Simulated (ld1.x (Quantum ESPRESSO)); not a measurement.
The numbers below are computed, except where a source is named.
# Potentials for fluorine (F) compared

Generated with ld1.x 7.5 (TM, RRKJ, ultrasoft, PAW), atompaw 4.2 or ONCVPSP 4.0.1. The cutoff is in Ry: for ld1.x and atompaw files where the sum of valence levels is converged to 10 mRy in a Bessel basis, for ONCV files where the hardest occupied wave has 1 mHa per electron of residual kinetic energy. The error is the largest all-electron minus pseudo excitation energy over each file’s own four to seven test configurations (ionisations up to +4, promotions, holes and added fractions of an electron), all of which were solved. The labels leave out finer settings (local radius, basis sizes, second energies), which also bear on the numbers. Spin-polarised tests are not counted. The rows are a selection from randomly drawn settings: files with unsolved tests, undetermined cutoffs or missed reference levels are left out.

```tsv
potential	cutoff (Ry)	largest error (meV)	bound ghosts
TM semilocal, BLYP, non-relativistic, rc 0.85/1.70/1.70 (spd), local p, core correction no, reference 2s2 2p4.5	100	+4160	none
TM, PBE, non-relativistic, rc 0.60/0.95/0.95 (spd), local p, core correction yes, reference 2s1 2p6	160	+616	none
PAW, LDA (PZ), scalar-relativistic, rc 0.85/1.10 (sp), local smoothed, core correction yes, reference 2s2 2p5	60	+17	none
PAW, PBE, scalar-relativistic, rc 0.65/1.85/1.80 (spd), local smoothed, core correction yes, reference 2s2 2p5	80	-264	none
TM, Wu–Cohen, non-relativistic, rc 0.85/1.60/1.55 (spd), local p, core correction yes, reference 2s2 2p5	100	+3515	none
```

(1) Fill in the row for F: TM, PBE, non-relativistic, rc 0.60/1.10/1.10 (spd), local s, core correction no, reference 2s2 2p5.

Answers

(1) cutoff 180 Ry, largest error +918 meV, bound ghosts: none.
